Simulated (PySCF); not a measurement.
Two species compared at the same levels of theory.

First species: C5H8OS2Si.
Geometry (GFN2-xTB, Å), atoms numbered from 1 in this order:
```
atom  x, y, z in Å
C1     3.0149    0.7956   -0.2950
C2     1.8239    0.0863    0.1114
C3     0.8647   -0.5461    0.4564
C4    -0.3622   -1.2036    0.8353
C5    -1.0944   -1.7819   -0.3661
S6    -1.5638   -0.4766   -1.5513
Si7   -2.2565    0.9039   -0.0627
O8    -1.7692    2.4147   -0.3493
S9    -1.4650    0.0002    1.7159
H10    3.8871    0.3805    0.2089
H11    2.9273    1.8505   -0.0356
H12    3.1499    0.7050   -1.3725
H13   -0.1662   -1.9930    1.5669
H14   -0.4475   -2.4709   -0.9094
H15   -1.9998   -2.3022   -0.0520
H16   -3.6929    1.0033    0.0233
H17   -0.8572    2.6464   -0.5173
```

Second species: C5H8OS2Si.
SMILES: `[SiH3]SCc1ccc(S)o1`

Levels: PBE0/pcSseg-1 for HOMO energy, LUMO energy and HOMO–LUMO gap. Geometries: GFN2-xTB. All species are isolated and taken at one optimised geometry, non-relativistic unless stated; the electronic structure was computed with PySCF and density fitting.

Dipoles, sizes and rotational constants follow the conformer. The torsions of the flexible species, by atom-mapped SMILES:
- `[SiH3:1][S:2][CH2:3][c:4]1[cH:5][cH:6][c:7]([SH:8])[o:9]1`: Si1–S2–C3–C4 57°, S2–C3–C4–C5 94°, H–S8–C7–C6 180°

The conformers of `CC#C[C@@H]1CS[Si@H](O)S1` aren't listed.

Values for the first species:

* HOMO energy: -7.02 eV
* LUMO energy: -0.42 eV
* HOMO–LUMO gap: 6.60 eV

**Question.** Estimate the same properties for the second species, and the change in each.

**Answer.** 
| property | first | second | second less first |
| --- | --- | --- | --- |
| HOMO energy | -7.02 eV | -6.00 eV | +1.02 eV |
| LUMO energy | -0.42 eV | -0.37 eV | +0.05 eV |
| HOMO–LUMO gap | 6.60 eV | 5.63 eV | -0.97 eV |

